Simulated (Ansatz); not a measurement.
Isolated molecules relaxed with PBE0-D4/def2-TZVP in Ansatz; ΔE leaves out vibrations. CCSD(T)/CBS is the MP2 limit (def2-TZVPP, def2-QZVPP) plus CCSD(T) − MP2 in def2-TZVPP, frozen cores. Functionals use def2-TZVPP. Each species was taken in one conformer, which may not be the lowest.

`C#CC(=C)[SiH3]` + `COB(O)O` → `COB(O)O[SiH3]` + `C#CC=C`  (ligand exchange at the Si–C bond)

CCSD(T)/CBS gives -75.1 kJ/mol.

**Question.** Another level gave -67.9 kJ/mol. Which?
A. PBE0/def2-TZVPP
B. MP2/def2-TZVPP
C. SCS-MP2/def2-TZVPP
D. HF/def2-TZVPP

**Answer.** A. PBE0 -67.9, SCS-MP2/def2-TZVPP -76.9, HF/def2-TZVPP -92.2, MP2/def2-TZVPP -72.3 kJ/mol.

Largest T1 diagnostic among the species: 0.013.

In def2-TZVPP, CCSD(T) changes the Hartree–Fock value by +17.9 kJ/mol (the triples alone add +3.0 kJ/mol) and MP2 by +20.0 kJ/mol. From PBE to PBE0 (25 % exact exchange), in def2-TZVPP and without D4, ΔE moves by −4.0 kJ/mol.
